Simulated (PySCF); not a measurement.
A structure optimised at PBE-D3(BJ)/def2-SVP, used in a PySCF frequency run:

```xyz
13

C      2.7298     0.0771     0.3319
C      1.2500    -0.1073     0.5094
N      0.3875     0.2197    -0.3709
B     -1.0548     0.0329    -0.2368
N     -1.6270    -1.2588    -0.1213
O     -1.8939     1.1345    -0.2614
H      3.1386     0.7354     1.1287
H      2.9489     0.5153    -0.6601
H      3.2575    -0.8956     0.4360
H      0.9514    -0.5632     1.4936
H     -1.0706    -2.1094    -0.1542
H     -2.6334    -1.4103    -0.1737
H     -1.3694     1.9424    -0.3972
```

Problem. Write its SMILES and formula.

Solution. C/C=N/B(N)O, C2H7BN2O

Problem. What are its rotational constants (standard atomic weights)?

Solution. 7.9646, 1.8795, 1.5881 GHz
